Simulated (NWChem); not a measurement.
System: sulfur tetrafluoride (SF₄); SMILES FS(F)(F)F

Program: NWChem. Structure relaxed at the PBE0/def2-SVP level. Level: PBE0/def2-SVP with COSMO at NWChem's default radii, gas-phase geometry; the question gives the dielectric constant.

Problem. Predict the results for dielectric constant 2.4. Quantities: electrostatic solvation energy (kcal/mol); dipole in solution (D).

Solution. 
```yaml
electrostatic solvation energy (kcal/mol): -2.1
dipole in solution (D): 1.07
```
